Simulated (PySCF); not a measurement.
FOS, doublet, geometry from GFN2-xTB. Base run: B3LYP/6-31G (PySCF).

PySCF was given this input:
```python
from pyscf import gto, scf, dft

mol = gto.Mole()
mol.atom = '''
    O    -1.195029   -0.511793    0.028757
    S    -0.140285    0.464799    0.000719
    F     1.311644   -0.371382   -0.026840
'''
mol.basis = '6-31g'
mol.charge = 0
mol.spin = 1
mol.verbose = 4
mol.build()

mf = dft.UKS(mol)
mf.xc = 'b3lyp'
mf.kernel()
mo_i, mo_e, stable_i, stable_e = mf.stability(internal=True, external=False, return_status=True, nroots=6, tol=1e-6)
print('internally stable:', stable_i, ' externally stable:', stable_e)
if not stable_i:
    umf = mf.copy()
    umf.scf_summary = {}
    umf.kernel(umf.make_rdm1(mo_i, mf.mo_occ))
```

The bond that is stretched is that between atoms 1 and 2. A test that says stable can miss a lower solution.

The base run was repeated with changes; each row names its change, and settings that it needs were set with it.

| change | ΔE vs base (eV) | <S^2> | stability test says | outcome |
|---|---|---|---|---|
| base | 0.00 | 0.752 | internally stable (external not tested) | converged |
| bond × 1.25 | -0.52 | 0.755 | internally stable (external not tested) | converged |
| bond × 1.5 | 0.88 | 0.874 | internally stable (external not tested) | converged |
| bond × 1.8 | 2.47 | 0.809 | internal instability | converged |
| bond × 2.2 | - | - | - | not converged |
| bond × 3.0 | - | - | - | not converged |

On stretching, the SCF can end on different states; <S^2> shows the spin contamination of each.
